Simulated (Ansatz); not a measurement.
Isomers of C2H6O2Si, relaxed with PBE0-D4/def2-TZVP in Ansatz; electronic energies, one conformer each and not always the lowest. Functionals use def2-TZVPP; CBS adds triple-zeta CCSD(T) − MP2 to the MP2 limit of def2-TZVPP and def2-QZVPP.

**Question.** Order them by energy at frozen-core CCSD(T)/CBS, lowest first. (Best estimate.)
A. `[SiH3]OC1CO1`
B. `CC(=O)O[SiH3]`
C. `O[SiH]1CCO1`
D. `C1OC[SiH2]O1`

**Answer.** C (0.0 kJ/mol), B (77.7 kJ/mol), D (173.5 kJ/mol), A (261.4 kJ/mol).

**Question.** How do PBE-D4, B3LYP, r2SCAN-D4, ωB97M-V place them (kJ/mol, against `O[SiH]1CCO1`)? (An estimate is asked.)

**Answer.** Ansatz gave: 
```json
{"isomer": "`C1OC[SiH2]O1`", "PBE-D4": "159.4", "B3LYP": "163.0", "r2SCAN-D4": "166.7", "ωB97M-V": "170.0"}
{"isomer": "`[SiH3]OC1CO1`", "PBE-D4": "241.0", "B3LYP": "245.7", "r2SCAN-D4": "250.1", "ωB97M-V": "256.1"}
{"isomer": "`CC(=O)O[SiH3]`", "PBE-D4": "60.5", "B3LYP": "53.1", "r2SCAN-D4": "63.4", "ωB97M-V": "72.2"}
```

B3LYP here is the variant with VWN-RPA as its local correlation; programs differ in this.
